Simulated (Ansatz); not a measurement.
Computed with Ansatz on PBE0-D4/def2-TZVP structures; ΔE is electronic, products minus reactants. CBS: MP2 limit from def2 TZ/QZ plus the TZ coupled-cluster correction, frozen cores. DFT in def2-TZVPP. HSE06 is defined as in plane-wave codes. def2 core potentials past Kr. For Sb outer-core shells are correlated without core-valence functions, which leaves a few kJ/mol of doubt a bond. One conformer a species, not always the lowest.

`[F][Sb]([F])[Cl]` + `BN[SiH2][SiH3]` → `[F][Sb]([SiH3])[Cl]` + `BN[SiH2]F`  (redistribution)

```csv
species,HSE06-D4 energy (Eh)
`[F][Sb]([F])[Cl]`,-900.00853
`BN[SiH2][SiH3]`,-663.12387
`[F][Sb]([SiH3])[Cl]`,-1091.35105
`BN[SiH2]F`,-471.81514
```

(1) Work out ΔE.

(2) What do rigid-rotor, harmonic-oscillator terms from PBE0-D4/def2-TZVP frequencies (298.15 K, 1 bar) make of the CCSD(T)/CBS value? (Best estimate.)

Largest T1 diagnostic among the species: 0.015.

Answers

(1) ΔE = (-1091.35105) + (-471.81514) − (-900.00853) − (-663.12387) = -0.03379 Eh = -21.2 kcal/mol. CCSD(T)/CBS gives -22.9 kcal/mol.

(2) The calculation gave: ΔZPE = +0.7 kcal/mol, ΔH = -22.2 kcal/mol, ΔS = -1 J/(mol·K), ΔG = -22.1 kcal/mol. Modes under 50 cm⁻¹ make the entropy rough.

From r2SCAN to r2SCAN0 (25 % exact exchange), in def2-TZVPP and without D4, ΔE moves by −2.5 kcal/mol. In def2-TZVPP, CCSD(T) changes the Hartree–Fock value by +4.0 kcal/mol (the triples alone add +0.8 kcal/mol) and MP2 by +2.8 kcal/mol.
